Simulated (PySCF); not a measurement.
The free ion Co4+ in its d5 configuration.

Method (PySCF 2.14, density fitting): CASSCF(5,5) with orbitals averaged over all microstates of the shell, strongly contracted NEVPT2 on the averaged canonical orbitals; basis x2c-TZVPall; spin-free X2C; gas phase; spin-orbit coupling by state interaction with the mean-field operator over all roots.

Problem. What is the ground state?

Solution. 6S (S = 5/2, orbital degeneracy 1), by NEVPT2.

Problem. Which is the lowest state of another spin?

Solution. 4G at 39769 cm⁻¹ by NEVPT2; CASSCF alone puts it at 42034 cm⁻¹ above the same ground state.

Problem. What are the magnetic parameters?

Solution. The lowest spin-orbit level is 6-fold with J = 5/2; the next lies at 39713.8 cm⁻¹. μeff is 5.92 μB at 300 K and 5.92 μB at 10 K; the spin-only value is 5.92 μB.

The job took 5.2 s on one thread of Intel Xeon Platinum 8488C (shared host), with 48 basis functions, launched as `OMP_NUM_THREADS=1 python lf_run.py task.json out`.
